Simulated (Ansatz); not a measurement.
`[CH3][Ta](=[S])([Cl])[Cl]` + H₂O → `[OH][Ta](=[S])([Cl])[Cl]` + CH₄ at 298.15 K and 1 bar (formal hydrolysis of a Ta–C bond).

Calculated with Ansatz (gas phase, PBE0-D4/def2-TZVP geometries, no zero-point term in ΔE). CCSD(T)/CBS adds triple-zeta CCSD(T) − MP2 to the extrapolated MP2 energy (def2 sets, frozen cores). This one scheme is used for every species. def2 core potentials past Kr. For Ta outer-core shells are correlated without core-valence functions, which leaves a few kJ/mol of doubt a bond. Each species was taken in one conformer, which may not be the lowest.

```tsv
species	CCSD(T)/CBS energy (Eh)	H − E (kJ/mol)	S (J/(mol·K))
`[CH3][Ta](=[S])([Cl])[Cl]`	-1414.26851	126.5	392.6
H₂O	-76.37941	66.4	188.7
`[OH][Ta](=[S])([Cl])[Cl]`	-1450.24360	68.2	377.5
CH₄	-40.46206	127.4	186.2
```

H − E and S are ideal-gas, rigid-rotor, harmonic terms from PBE0-D4/def2-TZVP, for one conformer and one mirror image of each species. 1 Eh = 2625.50 kJ/mol, R = 8.31446 J/(mol·K).

Problem. By hand: ΔE, ΔH, ΔS and ΔG.

Solution. ΔE = (-1450.24360) + (-40.46206) − (-1414.26851) − (-76.37941) = -0.05774 Eh = -151.6 kJ/mol. Δ(H − E) = 68.2 + 127.4 − 126.5 − 66.4 = 2.7, so ΔH = -148.9 kJ/mol. ΔS = 377.5 + 186.2 − 392.6 − 188.7 = -17.6 J/(mol·K). ΔG = -148.9 − 298.15 × (-17.6)/1000 = -143.7 kJ/mol.

Problem. By hand: the equilibrium constant, and the temperature at which ΔG would vanish if ΔH and ΔS stayed fixed.

Solution. log₁₀ K = −ΔG/(RT ln 10) = 25.2. ΔG = 0 at ΔH/ΔS = 8460 K, far beyond where these terms or the molecules hold.

ΔH outweighs TΔS. A doubt of 5 kJ/mol in ΔE shifts log₁₀ K by 0.9 here. Other conformers and mirror images would add mixing entropy, several J/(mol·K) or more a flexible species. These are equilibria of isolated gas molecules and say nothing of rates. Largest T1 diagnostic: 0.020 (customary marks: 0.02 for closed shells, 0.045 for open ones).
